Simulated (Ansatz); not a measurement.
O3Se, SMILES O=[Se+2]([O-])[O-].

The structure is a stationary point at B3LYP-D3(BJ)/def2-SVP.

Two levels are set side by side: PBE/def2-SVPD (Ansatz, a program for electronic structure) and CAM-B3LYP/def2-SVPD (Ansatz). Energy differences of separate SCF runs at the same geometry; the states with an electron removed or added have multiplicity 2 and 2. Differences are taken from unrounded values.

```csv
quantity,CAM-B3LYP,PBE,PBE minus CAM-B3LYP
vertical ionisation energy (eV),13.06,12.13,-0.93
vertical electron affinity (eV),1.99,1.76,-0.23
vertical singlet–triplet gap (eV),3.78,3.21,-0.57
```
